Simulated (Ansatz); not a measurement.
A nudged elastic band was laid between two geometries of ClGaH4 (6 atoms, charge 0, multiplicity 1).

Level of theory: RKS PBE0-D4/def2-SVP in Ansatz 0.2.0.

| Quantity | Value |
| --- | --- |
| movable images | 5 |
| climbing image | from the first iteration |
| spring | 5.0 eV/Å² |
| optimiser | fire |
| start path | through a guess of the saddle point |
| force threshold | 0.03 eV/Å |
| iteration limit | 60 |
| end points | relaxed |

Image 0:

```xyz
6
Properties=species:S:1:pos:R:3
Ga 0.001 0.186 0.010
H -0.004 0.697 1.504
H 1.363 0.113 -0.769
H -1.365 0.037 -0.752
Cl 0.079 -2.418 0.947
H 0.076 -2.008 2.169
```

Image 6:

```xyz
6
Properties=species:S:1:pos:R:3
Ga 0.020 -0.574 -0.281
H 0.011 0.261 2.049
H 1.412 0.098 -0.480
H -1.409 0.019 -0.462
Cl 0.082 -2.699 0.148
H 0.034 -0.499 2.135
```

Question: What changes between the two ends?

Answer: Bonds broken: Ga1–H2, Cl5–H6. Bonds formed: Ga1–Cl5, H2–H6. ClGaH4 becomes ClGaH2 + H2.

Question: What energy profile does the band end with?

Answer: The run converged. The highest image is number 3 of 0 to 6, 19.2 kJ/mol above the first end and 108.1 kJ/mol above the last; the last end lies 88.9 kJ/mol below the first. Another band between the same ends (5 images) ends at a top of the same energy, where a vibrational analysis finds 1 clearly imaginary mode. The orbitals stay closed-shell, which can raise the energy where a bond breaks towards radicals; this wasn't checked here.

```json
{"image": "0", "path coordinate (Å)": "0.00", "energy (kJ/mol)": "0.0", "Ga1–H2 (Å)": "1.58", "Cl5–H6 (Å)": "1.29", "Ga1–Cl5 (Å)": "2.77"}
{"image": "1", "path coordinate (Å)": "0.44", "energy (kJ/mol)": "2.6", "Ga1–H2 (Å)": "1.59", "Cl5–H6 (Å)": "1.29", "Ga1–Cl5 (Å)": "2.77"}
{"image": "2", "path coordinate (Å)": "0.88", "energy (kJ/mol)": "7.8", "Ga1–H2 (Å)": "1.60", "Cl5–H6 (Å)": "1.32", "Ga1–Cl5 (Å)": "2.75"}
{"image": "3", "path coordinate (Å)": "1.32", "energy (kJ/mol)": "19.2", "Ga1–H2 (Å)": "1.69", "Cl5–H6 (Å)": "1.48", "Ga1–Cl5 (Å)": "2.54"}
{"image": "4", "path coordinate (Å)": "1.80", "energy (kJ/mol)": "-34.4", "Ga1–H2 (Å)": "1.91", "Cl5–H6 (Å)": "1.93", "Ga1–Cl5 (Å)": "2.31"}
{"image": "5", "path coordinate (Å)": "2.28", "energy (kJ/mol)": "-80.9", "Ga1–H2 (Å)": "2.23", "Cl5–H6 (Å)": "2.42", "Ga1–Cl5 (Å)": "2.19"}
{"image": "6", "path coordinate (Å)": "2.76", "energy (kJ/mol)": "-88.9", "Ga1–H2 (Å)": "2.48", "Cl5–H6 (Å)": "2.96", "Ga1–Cl5 (Å)": "2.17"}
```

Question: What is the geometry of the highest image?

Answer: 
```xyz
6
Properties=species:S:1:pos:R:3
Ga 0.008 -0.099 -0.005
H 0.014 0.063 1.674
H 1.423 0.128 -0.605
H -1.424 0.062 -0.586
Cl 0.080 -2.436 0.983
H 0.048 -1.112 1.648
```

Time of the run: 7.8 min on 1 thread of Arm Neoverse V2, with other jobs on the host, peak memory 0.14 GiB.
